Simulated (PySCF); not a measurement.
PySCF job for TiO2, SMILES [O]=[Ti]=[O], multiplicity 1, TDA-PBE0/def2-TZVPD. The structure is a stationary point at TPSSh-D3(BJ)/def2-TZVP. The spin state was assumed, not searched. The isomer is the one that the SMILES or the coordinates give; other isomers of the formula were not compared.

```python
import numpy as np
from pyscf import gto, scf, dft, tdscf

mol = gto.M(
    atom='''
    Ti    0.00000000    0.00000000    0.38994469
    O     0.00000000   -1.35669484   -0.53617395
    O     0.00000000    1.35669484   -0.53617395
    ''',
    basis='def2-TZVPD',
    charge=0,
    spin=0,
    symmetry=True,
    max_memory=1600,
    verbose=4,
)
mf = dft.RKS(mol, xc='pbe0').density_fit(auxbasis='def2-universal-jkfit')
mf.grids.level = 3
mf.conv_tol = 1e-9
mf.max_cycle = 100
mf.kernel()
mf.grids = dft.Grids(mol).set(level=1).build(with_non0tab=True)  # coarser grid for the response kernel
td = tdscf.TDA(mf)
td.singlet = True
td.nstates = 10
td.conv_tol = 1e-4
td.positive_eig_threshold = 1e-6
td.kernel(x0=td.get_init_guess(mf, 15))
td.analyze()
tt = tdscf.TDA(mf)
tt.singlet = False
tt.nstates = 4
tt.conv_tol = 1e-4
tt.positive_eig_threshold = 1e-6
tt.kernel(x0=tt.get_init_guess(mf, 9))
tt.analyze(verbose=3)
```

Program output:

```
PySCF version 2.14.0

[INPUT] verbose = 4
[INPUT] num. atoms = 3
[INPUT] num. electrons = 38
[INPUT] charge = 0
[INPUT] spin (= nelec alpha-beta = 2S) = 0
[INPUT] symmetry True subgroup None
[INPUT] Mole.unit = angstrom
[INPUT] Symbol           X                Y                Z      unit          X                Y                Z       unit  Magmom
[INPUT]  1 Ti     0.000000000000   0.000000000000   0.389944690000 AA    0.000000000000   0.000000000000   0.736888667828 Bohr   0.0
[INPUT]  2 O      0.000000000000  -1.356694840000  -0.536173950000 AA    0.000000000000  -2.563781682211  -1.013221920626 Bohr   0.0
[INPUT]  3 O      0.000000000000   1.356694840000  -0.536173950000 AA    0.000000000000   2.563781682211  -1.013221920626 Bohr   0.0

nuclear repulsion = 125.877459292311
point group symmetry = C2v
symmetry origin: [ 0.00000000e+00  0.00000000e+00 -9.94592666e-10]
symmetry axis x: [-1. -0. -0.]
symmetry axis y: [0. 1. 0.]
symmetry axis z: [0. 0. 1.]
num. orbitals of irrep A1 = 48
num. orbitals of irrep A2 = 18
num. orbitals of irrep B1 = 24
num. orbitals of irrep B2 = 38
number of shells = 44
number of NR pGTOs = 205
number of NR cGTOs = 128
basis = def2-TZVPD
ecp = {}


[settings echo left out]
init E= -999.447760908469
HOMO (B2) = -0.455449851649966  LUMO (A1) = -0.166348786011767  gap/eV = 7.86684
cycle= 1 E= -998.932836930373  delta_E= 0.515  |g|= 1.86  |ddm|=  2.2
HOMO (A1) = -0.218493513254657  LUMO (B1) = -0.116751135034951  gap/eV = 2.76855
cycle= 2 E= -978.092422954169  delta_E= 20.8  |g|= 9.94  |ddm|= 4.46
HOMO (B2) = -0.120366375210523  LUMO (A1) = -0.108587425749505  gap/eV = 0.32052
cycle= 3 E= -998.602900734958  delta_E= -20.5  |g|= 2.56  |ddm|= 3.66
HOMO (B2) = -0.239488367932481  LUMO (A1) = -0.123734315504525  gap/eV = 3.14983
cycle= 4 E= -999.445629917342  delta_E= -0.843  |g|= 1.16  |ddm|= 0.595
HOMO (B2) = -0.217405971824363  LUMO (A1) = -0.104141199420212  gap/eV = 3.08209
cycle= 5 E= -999.577401395791  delta_E= -0.132  |g|= 0.673  |ddm|= 0.214
HOMO (B2) = -0.265495785303333  LUMO (A1) = -0.106422938238444  gap/eV = 4.32859
cycle= 6 E= -999.652953359184  delta_E= -0.0756  |g|= 0.0774  |ddm|= 0.254
HOMO (B2) = -0.268276285675455  LUMO (A1) = -0.106473933293407  gap/eV = 4.40287
cycle= 7 E= -999.653925023869  delta_E= -0.000972  |g|= 0.0142  |ddm|= 0.0244
HOMO (B2) = -0.269113533234329  LUMO (A1) = -0.106228914141647  gap/eV = 4.43232
cycle= 8 E= -999.653960103594  delta_E= -3.51e-05  |g|= 0.000834  |ddm|= 0.00697
HOMO (B2) = -0.269083533305892  LUMO (A1) = -0.10621843972028  gap/eV = 4.43178
cycle= 9 E= -999.653960297091  delta_E= -1.93e-07  |g|= 0.000213  |ddm|= 0.000784
HOMO (B2) = -0.269062157884242  LUMO (A1) = -0.106220704486225  gap/eV = 4.43114
cycle= 10 E= -999.653960314878  delta_E= -1.78e-08  |g|= 8.11e-05  |ddm|= 0.000283
HOMO (B2) = -0.269062590952917  LUMO (A1) = -0.1062206406289  gap/eV = 4.43116
cycle= 11 E= -999.653960316754  delta_E= -1.88e-09  |g|= 2.22e-05  |ddm|= 9.55e-05
HOMO (B2) = -0.269062929351499  LUMO (A1) = -0.106219822876489  gap/eV = 4.43119
cycle= 12 E= -999.653960316844  delta_E= -9.03e-11  |g|= 2.07e-06  |ddm|= 1.09e-05
HOMO (B2) = -0.269062676034032  LUMO (A1) = -0.106220045093019  gap/eV = 4.43117
Extra cycle  E= -999.653960316837  delta_E= 7.5e-12  |g|= 8.27e-06  |ddm|= 4.69e-06
converged SCF energy = -999.653960316837
tot grids = 17816
Overwritten attributes  positive_eig_threshold  of <class 'pyscf.tdscf.rks.TDA'>


******** <class 'pyscf.tdscf.rks.TDA'> for <class 'pyscf.df.df_jk.DFSymAdaptedRKS'> ********
nstates = 10 singlet
deg_eia_thresh = 1.000e-03
wfnsym = None
conv_tol = 0.0001
eigh lindep = 1e-12
eigh level_shift = 0
eigh max_cycle = 100


Excitation energies (eV)
[2.95274661 3.46446032 3.60896319 3.79735888 4.07184326 4.20671982
 4.36280873 4.41493949 4.65898738 4.66459017]

** Singlet excitation energies and oscillator strengths **
Excited State   1:   B2      2.95275 eV    419.89 nm  f=0.0081
      19 -> 20       -0.67296
      19 -> 22        0.20745
Excited State   2:   A2      3.46446 eV    357.87 nm  f=0.0000
      19 -> 21        0.70050
Excited State   3:   B2      3.60896 eV    343.55 nm  f=0.0058
      19 -> 20       -0.20134
      19 -> 22       -0.67036
Excited State   4:   A1      3.79736 eV    326.50 nm  f=0.0010
      18 -> 20       -0.68504
      18 -> 22        0.11915
Excited State   5:   B1      4.07184 eV    304.49 nm  f=0.0223
      17 -> 20        0.68320
      17 -> 22       -0.16484
Excited State   6:   B1      4.20672 eV    294.73 nm  f=0.0003
      18 -> 21        0.69430
Excited State   7:   A2      4.36281 eV    284.18 nm  f=0.0000
      16 -> 20        0.67425
      16 -> 22       -0.19810
Excited State   8:   A1      4.41494 eV    280.83 nm  f=0.0041
      17 -> 21       -0.42839
      18 -> 20       -0.15052
      18 -> 22       -0.52982
Excited State   9:   B1      4.65899 eV    266.12 nm  f=0.0047
      17 -> 20        0.16139
      17 -> 22        0.66886
      19 -> 23       -0.12863
Excited State  10:   B2      4.66459 eV    265.80 nm  f=0.0058
      15 -> 20       -0.63578
      15 -> 22        0.21388
      16 -> 21        0.20469

** Transition electric dipole moments (AU) **
state          X           Y           Z        Dip. S.      Osc.
  1        -0.0000      0.3346      0.0000      0.1120      0.0081
  2        -0.0000      0.0000      0.0000      0.0000      0.0000
  3        -0.0000      0.2570      0.0000      0.0660      0.0058
  4         0.0000      0.0000     -0.1054      0.0111      0.0010
  5         0.4733     -0.0000     -0.0000      0.2240      0.0223
  6        -0.0550     -0.0000      0.0000      0.0030      0.0003
  7        -0.0000     -0.0000      0.0000      0.0000      0.0000
  8         0.0000      0.0000     -0.1942      0.0377      0.0041
  9        -0.2025     -0.0000     -0.0000      0.0410      0.0047
 10         0.0000     -0.2244      0.0000      0.0503      0.0058

** Transition velocity dipole moments (imaginary part, AU) **
state          X           Y           Z        Dip. S.      Osc.
  1        -0.0000     -0.0216      0.0000      0.0005      0.0029
  2        -0.0000      0.0000     -0.0000      0.0000      0.0000
  3        -0.0000      0.0003      0.0000      0.0000      0.0000
  4         0.0000      0.0000     -0.0447      0.0020      0.0095
  5         0.0007     -0.0000     -0.0000      0.0000      0.0000
  6        -0.0132     -0.0000      0.0000      0.0002      0.0008
  7        -0.0000      0.0000      0.0000      0.0000      0.0000
  8         0.0000      0.0000      0.0011      0.0000      0.0000
  9         0.0028      0.0000     -0.0000      0.0000      0.0000
 10         0.0000     -0.0486     -0.0000      0.0024      0.0092

** Transition magnetic dipole moments (imaginary part, AU) **
state          X           Y           Z
  1        -0.5083      0.0000      0.0000
  2         0.0000      0.0000     -0.1289
  3         0.3770      0.0000     -0.0000
  4        -0.0000     -0.0000      0.0000
  5         0.0000      0.8528      0.0000
  6        -0.0000     -0.9633     -0.0000
  7         0.0000      0.0000     -1.2370
  8         0.0000     -0.0000      0.0000
  9        -0.0000     -0.5599      0.0000
 10         0.5734     -0.0000      0.0000


******** <class 'pyscf.tdscf.rks.TDA'> for <class 'pyscf.df.df_jk.DFSymAdaptedRKS'> ********
nstates = 4 triplet
deg_eia_thresh = 1.000e-03
wfnsym = None
conv_tol = 0.0001
eigh lindep = 1e-12
eigh level_shift = 0
eigh max_cycle = 100


Excitation energies (eV)
[2.83058581 3.33785288 3.40421289 3.49520963]

** Triplet excitation energies and oscillator strengths **
Excited State   1:   B2      2.83059 eV    438.02 nm  f=0.0000
Excited State   2:   A2      3.33785 eV    371.45 nm  f=0.0000
Excited State   3:   B2      3.40421 eV    364.21 nm  f=0.0000
Excited State   4:   A1      3.49521 eV    354.73 nm  f=0.0000
```

The calculation finished and met its thresholds.
